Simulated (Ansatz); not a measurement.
Geometry optimisation, RKS PBE0-D4/def2-SVP (Ansatz 0.2.0).

Input:

```yaml
crystal:
  periodic: [false, false, false]
  atoms:
    - { symbol: B, position_ang: [-1.738, 2.1543, 0.1538] }
    - { symbol: C, position_ang: [-0.761, 1.0867, -0.3322] }
    - { symbol: S, position_ang: [-1.3344, -0.5317, 0.2741] }
    - { symbol: B, position_ang: [-2.93953, 0.25038, 1.08463] }
    - { symbol: F, position_ang: [-2.81643, 0.63192, 2.4999] }
    - { symbol: Si, position_ang: [-4.53931, 0.38816, 0.11147] }
    - { symbol: H, position_ang: [-2.3427, 2.849, -0.6518] }
    - { symbol: H, position_ang: [-1.925, 2.4069, 1.2878] }
    - { symbol: H, position_ang: [-0.7159, 1.0982, -1.3992] }
    - { symbol: H, position_ang: [0.2485, 1.3392, 0.0976] }
    - { symbol: H, position_ang: [-5.5714, 0.94788, 0.97847] }
    - { symbol: H, position_ang: [-5.00321, -0.94276, -0.35875] }
    - { symbol: H, position_ang: [-4.2749, 1.24842, -1.03689] }
basis:
  gaussian: { orbitals: def2-SVP }
hamiltonian:
  xc: pbe0
  dispersion: d4
relax:
  f_tol: 0.015
  max_steps: 40
output:
  orbitals: {}
```

Command:

```bash
$ ansatz run input.yaml --threads 2 --pin off --max-ram 3072MiB --backend cpu --events-out ev --progress --plain --runs-dir out
```

Question: Where does it end, and by what steps?

Answer: It converged. After 22 steps the energy has fallen by 2.225 eV; F5 moved furthest, 1.76 Å. Joined: B1–Si6 (3.31 → 2.25 Å), B1–H13 (2.95 → 1.34 Å).

```csv
step,energy less start (eV),largest force component (eV/Å),accepted
0,0.0000,4.852,yes
1,-0.7616,2.889,yes
2,-1.0843,0.570,yes
3,-1.1700,0.773,yes
4,-1.2830,0.882,yes
5,-1.3874,0.968,yes
6,-1.5003,0.815,yes
7,-1.6561,0.595,yes
8,-1.7985,0.845,yes
9,-1.9533,0.788,yes
10,-2.0097,0.898,yes
11,-2.1466,0.359,yes
12,-2.1860,0.353,yes
13,-2.1765,0.663,no
14,-2.2088,0.223,yes
15,-2.2215,0.178,yes
16,-2.2203,0.167,no
17,-2.2235,0.136,yes
18,-2.2196,0.233,no
19,-2.2246,0.066,yes
20,-2.2245,0.053,no
21,-2.2252,0.030,yes
22,-2.2252,0.008,yes
```

```xyz
13
Properties=species:S:1:pos:R:3
B -2.367 2.035 -0.322
C -1.065 1.098 -0.283
S -0.992 -0.132 1.071
B -2.706 -0.292 1.504
F -3.074 -1.108 2.488
Si -4.055 0.736 0.396
H -2.393 2.899 -1.177
H -2.725 2.490 0.758
H -0.886 0.557 -1.225
H -0.190 1.749 -0.127
H -5.028 1.664 1.032
H -4.836 -0.194 -0.490
H -3.396 1.424 -0.915
```

Time of the run: 120 s on 2 threads of Arm Neoverse V1 (shared host), peak memory 0.32 GiB.
